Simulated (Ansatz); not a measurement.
Mulliken charges of CH2AlClS (`[Cl][Al]1[CH2][S]1`) from ωB97M-V/def2-TZVPP in Ansatz (PBE0-D4/def2-TZVP geometry).

| atom | x (Å) | y (Å) | z (Å) | charge (e) |
| --- | --- | --- | --- | --- |
| Cl1 | -1.245 | -2.696 | 0.708 | -0.152 |
| Al2 | -0.539 | -0.882 | 0.011 | 0.406 |
| C3 | 0.533 | 0.680 | 0.118 | -0.350 |
| S4 | -0.560 | 0.606 | -1.474 | -0.166 |
| H5 | 1.589 | 0.690 | -0.139 | 0.131 |
| H6 | 0.265 | 1.538 | 0.730 | 0.131 |

By hand: the dipole of these point charges (1 e Å = 4.8032 D).

Σ q r = (0.120, 0.005, 0.178) e Å, of length 0.215 e Å = 1.03 D.

How does the dipole of the full density compare? (Best estimate.)

Ansatz gave: (0.101, -0.153, 0.303) e Å, 1.70 D; the point charges give 0.61 times that, at 31° from its direction.

Point charges leave out the atoms' own dipoles, such as those of lone pairs, and Mulliken's split depends on the basis, so the two needn't agree.
